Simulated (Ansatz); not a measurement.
`O/C(F)=N/[SiH3]` and `C/N=C(/O)F` differ in one atom or group.

Ansatz, PBE0-D4/def2-TZVP geometries, multiplicity 1. Each molecule was computed in one conformer, which needn't be the lowest.

```
                                        property  `O/C(F)=N/[SiH3]`
              HOMO energy (PBE0/def2-TZVPP) / eV              -8.24
size of the dipole moment (B3LYP/def2-TZVPP) / D               1.29
           HOMO–LUMO gap (B3LYP/def2-TZVPP) / eV               7.92
             HOMO–LUMO gap (PBE/def2-TZVPP) / eV               5.87
           LUMO energy (ωB97M-V/def2-TZVPP) / eV               1.92
            HOMO–LUMO gap (PBE0/def2-TZVPP) / eV               8.43
```

Give the same properties after the change, and the shifts. (Estimate.)

The calculation gave: 
| property | `C/N=C(/O)F` | shift |
| --- | --- | --- |
| HOMO energy (PBE0/def2-TZVPP) / eV | -7.88 | 0.36 |
| size of the dipole moment (B3LYP/def2-TZVPP) / D | 0.94 | -0.35 |
| HOMO–LUMO gap (B3LYP/def2-TZVPP) / eV | 8.25 | 0.33 |
| HOMO–LUMO gap (PBE/def2-TZVPP) / eV | 6.43 | 0.56 |
| LUMO energy (ωB97M-V/def2-TZVPP) / eV | 2.46 | 0.54 |
| HOMO–LUMO gap (PBE0/def2-TZVPP) / eV | 8.88 | 0.45 |

With PBE0 the HOMO rises by 0.36 eV and the LUMO rises by 0.81 eV, so the gap widens by about 0.45 eV. PBE moves the HOMO by 0.26 eV and ωB97M-V by 0.40 eV. Dipoles are sizes alone; their direction can turn.

B3LYP here is the variant with VWN-RPA as its local correlation; programs differ in this.
